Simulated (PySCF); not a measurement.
Simulated absorption spectrum

MoO2(SMe)2, C2H6MoO2S2 (singlet state).
SMILES: `C[S][Mo](=[O])(=[O])[S]C`

The calculation used PySCF 2.14.0, density-fitted response routines, TDDFT CAM-B3LYP/def2-SVPD, vertical, gas phase, core orbitals frozen in the response, def2 core potentials past Kr. Isolated species at its PBE0-D3(BJ)/def2-SVP geometry, gas phase. Spin–orbit coupling is left out.

Each state is given a Gaussian of 0.3 eV full width at half maximum, with ε(max) = 2.175×10⁸ f / Δν̃ (Δν̃ the width in cm⁻¹). The width is an assumption, not a result. The curve ends short of the highest state used, and states not computed would add to its high-energy end.

λ (nm), ε (L mol⁻¹ cm⁻¹) and a bar:
```
    274.1       1626 #####
    276.8       1845 ######
    279.5       1999 ######
    282.1       2045 #######
    284.8       1968 ######
    287.4       1781 ######
    290.1       1503 #####
    292.7       1197 ####
    295.4        886 ###
    298.0        630 ##
    300.7        433 #
    303.4        318 #
    306.0        290 #
    308.7        356 #
    311.3        526 ##
    314.0        840 ###
    316.6       1308 ####
    319.3       1997 ######
    322.0       2911 #########
    324.6       3988 #############
    327.3       5248 #################
    329.9       6497 #####################
    332.6       7692 #########################
    335.2       8605 ############################
    337.9       9184 ##############################
    340.5       9321 ##############################
    343.2       9019 #############################
    345.9       8322 ###########################
    348.5       7377 ########################
    351.2       6235 ####################
    353.8       5097 ################
    356.5       3975 #############
    359.1       3016 ##########
    361.8       2185 #######
    364.5       1528 #####
    367.1       1049 ###
    369.8        688 ##
    372.4        445 #
    375.1        276 #
    377.7        169 
    380.4         99 
    383.0         58 
    385.7         32 
    388.4         18
```

Task: Locate the maxima and give the states behind the curve.

Result: 340 nm (3.65 eV), ε about 9300, made up of S1 (98%); 282 nm (4.40 eV), ε about 2000, made up of S3 (11%), S4 (44%), S5 (29%) and S6 (15%) (ε in L mol⁻¹ cm⁻¹; maxima over ε = 5, shares over 10%). The states used: S1 3.64 eV (f 0.102); S2 3.82 eV (f 0.0057); S3 4.29 eV (f 0.0037); S4 4.34 eV (f 0.011); S5 4.46 eV (f 0.0075); S6 4.51 eV (f 0.0050); S7 4.73 eV (f 0.0051); S8 4.80 eV (f 0.0025); S9 4.91 eV (f 0.012); S10 5.12 eV (f 0.0014).

Task: What would ε be at 3.65 eV, the highest of these maxima, with half the width (0.15 eV)?

Result: About 18200 L mol⁻¹ cm⁻¹ against 9330, a factor of about 1.9; a lone state at its own centre would give exactly 2.

Task: On this curve, what absorbance would a 10⁻³ mol/L sample give at 365 nm over a 1 cm path?

Result: 365 nm is 3.397 eV, where ε is about 1400 L mol⁻¹ cm⁻¹, so A = ε c l ≈ 1.4 (Beer–Lambert, with the gas-phase spectrum and the assumed width).

Task: Does any computed singlet lie in the visible range?

Result: No computed singlet lies in the visible range (380 to 750 nm); the lowest, at 340 nm, stands 0.38 eV above its violet end (3.26 eV); a Tamm–Dancoff triplet lies at 449 nm, without intensity as long as spin–orbit coupling is left out.

All these states lie below the vertical ionisation energy of 9.22 eV (ΔSCF).
